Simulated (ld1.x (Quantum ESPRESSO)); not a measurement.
**Building the PAW potential for Ti (PBE, fully relativistic).**

Ti (Z = 22), PAW, made with ld1.x (Quantum ESPRESSO) 7.5 (PBE, fully relativistic). Core [Ne], reference 3s2 3p6 3d1 4s0 4p0 (charge +3). Waves: 3s (bound): rcut 1.30, rcutus 1.50 bohr; 4s (bound, empty): rcut 1.30, rcutus 1.50 bohr; 3p (bound): rcut 1.40, rcutus 1.60 bohr; 4p (bound, empty): rcut 1.40, rcutus 1.60 bohr; 3d (bound): rcut 1.40, rcutus 1.55 bohr; 3d channel at 1.2 Ry: rcut 1.40, rcutus 1.55 bohr. Local part: all-electron potential smoothed inside 1.55 bohr (lloc = -1). Core correction: Bessel-smoothed model core inside 1.10 bohr. Augmentation charge: PSQ, inside the norm-conserving radii.

Open shells are filled in proportion to 2j + 1 (rel_dist='average').

Q: Tests: 3s2 3p6 3d2 4s2 4p0; 3s2 3p6 3d2 4s1 4p0; 3s2 3p6 3d2 4s0 4p0; 3s2 3p6 3d1 4s2 4p0; 3s2 3p6 3d2 4s1.5 4p0; 3s2 3p6 3d2.5 4s1.5 4p0; 3s2 3p6 3d3 4s1 4p0. Which has the largest error in its energy relative to the reference configuration, and how large is it?

A: 3s2 3p6 3d2 4s2 4p0, with -4.3 meV (all-electron minus pseudo) on -47.87 eV.

The ghost test of this file was not conclusive.
